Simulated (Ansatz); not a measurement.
`[CH3][SnH3]`. The species carries charge 0 and has multiplicity 1. Sn: def2 effective core potential. All single points use the PBE0-D4/def2-TZVP geometry.

```xyz
8

C    -0.347    0.218    1.075
Sn    0.299   -0.187   -0.924
H    -1.398    0.510    1.075
H     0.245    1.028    1.501
H    -0.227   -0.672    1.693
H    -0.634   -1.452   -1.598
H     0.118    1.208   -1.894
H     1.943   -0.652   -0.927
```

(1) What is the dipole moment at ωB97M-V/def2-TZVPP? (Best estimate.)

(2) And with PBE, r2SCAN, B3LYP? (Estimate.)

(3) Give the Mulliken charges with ωB97M-V, B3LYP, r2SCAN in def2-TZVPP. (Best estimate.)

Answers

(1) The calculation gave: 0.73 D, with components (-0.22, 0.14, 0.68) D in this frame, pointing from negative to positive charge.

(2) Computed: PBE 0.81 D, r2SCAN 0.81 D, B3LYP 0.79 D.

(3) Ansatz gave: 
```
atom  ωB97M-V  B3LYP  r2SCAN
  C1    -0.62  -0.58   -0.48
 Sn2     0.51   0.64    0.59
  H3     0.14   0.12    0.10
  H4     0.14   0.12    0.10
  H5     0.14   0.12    0.10
  H6    -0.10  -0.14   -0.13
  H7    -0.10  -0.14   -0.13
  H8    -0.10  -0.14   -0.13
```

B3LYP here is the variant with VWN-RPA as its local correlation; programs differ in this.
